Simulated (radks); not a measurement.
Problem. The mean radii <r> (bohr) of the occupied orbitals of an atom or ion are listed with their occupations. All-electron calculation, Dirac Kohn-Sham, exchange-only PBE, spin-unpolarised, spherical densities, finite nucleus; Fermi nuclear charge, rms radius of each element as measured or else 0.836 A^(1/3) + 0.57 fm. Program: a radial shooting solver on a logarithmic mesh with Libxc functionals.

orbital  occ.      <r>
1s1/2       2  0.09677
2s1/2       2   0.4629
2p1/2       2   0.4185
2p3/2       3   0.4205

Name the element and its charge. Open shells, if any, fill j = l - 1/2 first.

Solution. Z = 16, sulfur, charge +7: S7+ in [He] 2s2 2p5. The 1s radius gives Z: for a bare nucleus <r> = (2 gamma + 1)/(2Z) with gamma = sqrt(1 - (Z/c)^2), 0.09332 bohr for Z = 16, and screening makes it slightly larger (0.09677 here). The occupations add up to 9, and the charge is Z minus that.
